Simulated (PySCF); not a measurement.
C$_{6}$H$_{15}$N, charge +1, quartet, geometry from GFN2-xTB of the parent state (a state made from the parent by changing its charge; the spin is typed, not shown lowest); DF-TPSS/3-21G (PySCF).

Input for PySCF:
```python
from pyscf import gto, scf, dft

mol = gto.M(
    atom='''
C     2.045563    1.008764    0.442064
C     1.256660   -0.275514    0.048935
C     1.984165   -0.994684   -1.078785
N    -0.047423    0.093070   -0.337735
C    -1.179430    0.123946    0.501078
C    -2.119003    1.259312    0.118497
C    -1.929888   -1.235781    0.381744
H     2.136311    1.668954   -0.415799
H     1.541179    1.531375    1.249832
H     3.036859    0.712669    0.771406
H     1.194149   -0.898103    0.950435
H     1.451094   -1.902186   -1.354633
H     2.985119   -1.264995   -0.755293
H     2.075201   -0.364324   -1.960861
H    -0.183607    0.360338   -1.307603
H    -0.844128    0.211170    1.542323
H    -2.477374    1.153608   -0.903314
H    -1.611722    2.217427    0.210679
H    -2.981926    1.258728    0.778034
H    -1.273530   -2.056651    0.656302
H    -2.780179   -1.216417    1.056604
H    -2.283881   -1.379340   -0.635161
''',
    basis='3-21g',
    charge=1,
    spin=3,
    verbose=5,
)

mf = dft.UKS(mol)
mf.xc = 'tpss'
mf = mf.density_fit(auxbasis='def2-universal-jkfit')
mf.kernel()
```

What the program printed (banner, timings and long lists left out):

```
PySCF version 2.14.0

[INPUT] verbose = 5
[INPUT] max_memory = 4000
[INPUT] num. atoms = 22
[INPUT] num. electrons = 57
[INPUT] charge = 1
[INPUT] spin (= nelec alpha-beta = 2S) = 3
[INPUT] symmetry False subgroup None
[INPUT] Mole.unit = angstrom
[INPUT] Symbol           X                Y                Z      unit          X                Y                Z       unit  Magmom
[...]
[INPUT] ---------------- BASIS SET ----------------
[INPUT] l, kappa, [nprim/nctr], expnt,             c_1 c_2 ...
[INPUT] H
[...]
                                0.824547          0.904691
[...]
[INPUT] C
[...]
                                25.9109           0.358794
                                5.53335           0.700713
[...]
                                0.770545          1.21584
[...]
                                0.770545          0.860619
[...]
[INPUT] N
[...]
                                36.4851           0.352955
                                7.81449           0.706513
[...]
                                1.14915           1.22442
[...]
                                1.14915           0.858953
[...]
nuclear repulsion = 335.88703288455
number of shells = 65
number of NR pGTOs = 150
number of NR cGTOs = 93
basis = 3-21g
ecp = {}

******** <class 'pyscf.df.df_jk.DFUKS'> ********
method = DFUKS
initial guess = minao
damping factor = 0
level_shift factor = 0
DIIS = <class 'pyscf.scf.diis.CDIIS'>
diis_start_cycle = 1
diis_space = 8
diis_damp = 0
SCF conv_tol = 1e-09
SCF conv_tol_grad = None
SCF max_cycles = 50
direct_scf = False
number electrons alpha = 30  beta = 27
XC library pyscf.dft.libxc version 7.1.2
    S. Lehtola, C. Steigemann, M. J. T. Oliveira, and M. A. L. Marques,  SoftwareX 7, 1–5 (2018)
XC functionals = tpss
    J. Tao, J. P. Perdew, V. N. Staroverov, and G. E. Scuseria,  Phys. Rev. Lett. 91, 146401 (2003)
    J. P. Perdew, J. Tao, V. N. Staroverov, and G. E. Scuseria,  J. Chem. Phys. 120, 6898 (2004)
    J. Tao, J. P. Perdew, V. N. Staroverov, and G. E. Scuseria,  Phys. Rev. Lett. 91, 146401 (2003)
    J. P. Perdew, J. Tao, V. N. Staroverov, and G. E. Scuseria,  J. Chem. Phys. 120, 6898 (2004)
radial grids:
    Treutler-Ahlrichs [JCP 102, 346 (1995); DOI:10.1063/1.469408] (M4) radial grids

becke partition: Becke, JCP 88, 2547 (1988); DOI:10.1063/1.454033
pruning grids: <function nwchem_prune>
grids dens level: 3
symmetrized grids: False
atomic radii adjust function: <function treutler_atomic_radii_adjust>
small_rho_cutoff = 0
[...]
  5.60823092e-01  5.71237347e-01  6.55856743e-01  6.63588919e-01
  6.97285815e-01  7.11886386e-01  7.46278438e-01  7.80956357e-01
  7.94049446e-01  8.38359213e-01  8.65154303e-01  8.85614294e-01
  8.86977207e-01  8.91368001e-01  8.94029507e-01  9.14986911e-01
  9.16578529e-01  9.27022454e-01  9.42315010e-01  9.56476214e-01
  9.73159655e-01  9.83812752e-01  1.04394978e+00  1.09315016e+00
  1.30164014e+00  1.30197025e+00  1.50455462e+00  1.56671701e+00
  1.75057727e+00  1.77346040e+00  1.92164028e+00  2.12173447e+00
  2.41514476e+00]
  beta  mo_energy =
[-1.42771044e+01 -1.01911693e+01 -1.01908139e+01 -1.01333662e+01
 -1.01333070e+01 -1.01256389e+01 -1.01256264e+01 -1.09297771e+00
 -9.53227764e-01 -8.75586722e-01 -8.31248428e-01 -8.28552494e-01
 -7.59684930e-01 -7.47412638e-01 -6.58087658e-01 -6.33700450e-01
 -5.97265727e-01 -5.90856944e-01 -5.81335138e-01 -5.57368024e-01
 -5.44717120e-01 -5.34729129e-01 -5.30269722e-01 -5.15009517e-01
 -5.05118149e-01 -5.00504377e-01 -4.99262748e-01 -4.92014650e-01
 -3.46096030e-01 -8.96698139e-02 -6.41581067e-02 -4.60664032e-02
 -4.36372187e-02 -3.03947790e-02 -1.96795221e-02 -1.68216365e-02
 -7.73595017e-03  1.52325872e-03  3.52359799e-03  1.31003969e-02
  1.69621699e-02  1.70843185e-02  3.28718340e-02  4.26308929e-02
  4.31196309e-02  5.08975825e-02  5.55989517e-02  7.60508803e-02
  1.00396301e-01  1.24376628e-01  4.40608337e-01  4.52068136e-01
  4.61912707e-01  4.92841953e-01  5.00924442e-01  5.19106879e-01
  5.31710945e-01  5.36675446e-01  5.56654399e-01  5.68119079e-01
  5.73576006e-01  5.89863171e-01  6.70653987e-01  6.80858373e-01
  7.10154326e-01  7.27441335e-01  7.66701941e-01  7.93584815e-01
  8.08911319e-01  8.60754996e-01  8.84063901e-01  9.01271829e-01
  9.06130714e-01  9.06384859e-01  9.11006981e-01  9.26550962e-01
  9.31262758e-01  9.42965999e-01  9.59759521e-01  9.89635410e-01
  9.93679392e-01  1.00480193e+00  1.06355569e+00  1.15393208e+00
  1.32039358e+00  1.32372490e+00  1.53590157e+00  1.58518376e+00
  1.76459679e+00  1.78821616e+00  1.94224773e+00  2.13764939e+00
  2.46701468e+00]
multiplicity <S^2> = 3.7532048  2S+1 = 4.0016021
nelec by numeric integration = [30.00001955 26.99999673]
E1 = -1043.1542858476  E2 = 417.02691561876856  Ecoul = 461.7075627825913  Exc = -44.68064716382277
Extra cycle  E= -290.240337344282  delta_E= 5.38e-11  |g|= 1.02e-05  |ddm|= 7.12e-05
converged SCF energy = -290.240337344282  <S^2> = 3.7532048  2S+1 = 4.0016021
```
